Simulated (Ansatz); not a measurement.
Molecule: FeF, charge 0, multiplicity 6. The spin state was set by rule; other spins were not relaxed. 
Structure (B3LYP-D3(BJ)/def2-TZVP (Ansatz, a first-principles code) minimum search):
SMILES: [F][Fe]
```xyz
2

Fe     0.0000     0.0000    -0.4594
F      0.0000     0.0000     1.3271
```
Charge 0, spin multiplicity 6.

Total electronic energies in hartree. Valence correlation only, unless marked. UHF or UKS for open shells. Spin-orbit coupling is left out. The frozen core is the preceding noble-gas configuration, with the filled d and f shells of earlier blocks. Non-relativistic. Basis-set limits of correlation are two-point, X^-3; Hartree-Fock from the larger set.

```csv
level,program,energy (Eh)
r2SCAN/def2-TZVPD,Ansatz,-1363.55010
B97M-V/def2-TZVPD,Ansatz,(withheld)
BHLYP/def2-TZVPD,Ansatz,(withheld)
CAM-B3LYP-D4/def2-TZVPD,Ansatz + dftd4,(withheld)
wB97X-V/def2-TZVPD,Ansatz,-1363.41460
SCS-MP2/def2-QZVPPD,Ansatz,-1362.41649
CCSD(T)/6-31G,Ansatz,-1361.94220
"CCSD(T)/CBS(def2-TZVPP,def2-QZVPP)",Ansatz,-1362.5149
"CCSD(T)/CBS(def2-TZVPPD,def2-QZVPPD)",Ansatz,-1362.5132
```

Problem. Complete the blanks.

Solution. 
- B97M-V/def2-TZVPD, energy (Eh): -1363.28517
- BHLYP/def2-TZVPD, energy (Eh): -1363.54577
- CAM-B3LYP-D4/def2-TZVPD, energy (Eh): -1363.65658
